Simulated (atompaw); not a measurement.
## An all-electron radial function and its pseudo partner (nickel (Ni))

Columns: radius, all-electron u(r) and pseudo u(r) of the 3d shell (level -8.90 eV) of nickel in the configuration [Ar] 3d8 4s2 4p0; PBEsol, scalar-relativistic, PAW (atompaw) scheme, atompaw 4.2.0.5.

```csv
r (bohr),all-electron,pseudo
0.108,0.1113,0.0114
0.215,0.4045,0.0825
0.323,0.6859,0.2402
0.431,0.8718,0.4603
0.538,0.9613,0.6811
0.646,0.9804,0.8439
0.754,0.9548,0.9136
0.862,0.9045,0.9003
0.969,0.8431,0.8435
1.077,0.7772,0.7772
1.185,0.7118,0.7118
1.292,0.6498,0.6498
1.400,0.5912,0.5912
1.508,0.5373,0.5373
1.615,0.4884,0.4884
1.723,0.4435,0.4435
1.831,0.4027,0.4027
1.938,0.3662,0.3662
2.046,0.3328,0.3328
2.154,0.3026,0.3026
2.262,0.2753,0.2753
2.369,0.2507,0.2507
2.477,0.2282,0.2282
2.585,0.2079,0.2079
2.692,0.1895,0.1895
2.800,0.1727,0.1727
```

Problem. How many radial nodes do the two functions have?

Solution. The all-electron 3d function has n − l − 1 = 0; the pseudo-wave has 0.

Problem. At about which radius was the pseudo-wave matched?

Solution. 1.05 bohr, where the columns begin to agree (steps of 0.11 bohr).

Problem. Is the pseudo-wave norm-conserving?

Solution. No, it belongs to a PAW set: the norm inside the radius is not constrained, and the difference is carried by the augmentation charge.
